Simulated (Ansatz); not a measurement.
`C[O][Ge][NH2]` → `[CH2]` (triplet) + `[NH2][Ge][OH]`  (formal loss of a carbene)

Isolated molecules relaxed with PBE0-D4/def2-TZVP in Ansatz; ΔE leaves out vibrations. CCSD(T)/CBS adds triple-zeta CCSD(T) − MP2 to the extrapolated MP2 energy (def2 sets, frozen cores). This one scheme is used for every species. DFT in def2-TZVPP. Triplets are unrestricted, without spin–orbit coupling. For Ge outer-core shells are correlated without core-valence functions, which leaves a few kJ/mol of doubt a bond. Scalar relativity is left out up to krypton. One conformer a species, not always the lowest.

```
         level  ΔE (kJ/mol)
     revPBE-D4        381.5
       r2SCANh        362.1
     CAM-B3LYP        382.8
CCSD/CBS(def2)        373.7
```

(1) What does CCSD(T)/CBS give? (Estimate.)

Largest T1 diagnostic among the species: 0.014.

## Answers

(1) Ansatz gave: +385.0 kJ/mol. The listed levels differ from it by -3.5, -22.9, -2.2, -11.3 kJ/mol.

The D4 term adds +8.8 kJ/mol with B3LYP and +4.7 kJ/mol with PBE0; it sums over pairs of atoms, weighted by their polarisabilities, and B3LYP, whose exchange is more repulsive, gets the larger term. Leaving LDA and LC-ωPBE aside and taking each functional with its dispersion term where it has one, the values, not all of them listed here, spread over 39.2 kJ/mol, from r2SCAN0-D4 to ωB97X-V. LDA lies +72.0 kJ/mol from PBE without D4. From BLYP to BHLYP (50 % exact exchange), in def2-TZVPP and without D4, ΔE moves by −9.0 kJ/mol.

B3LYP here is the variant with VWN-RPA as its local correlation; programs differ in this.
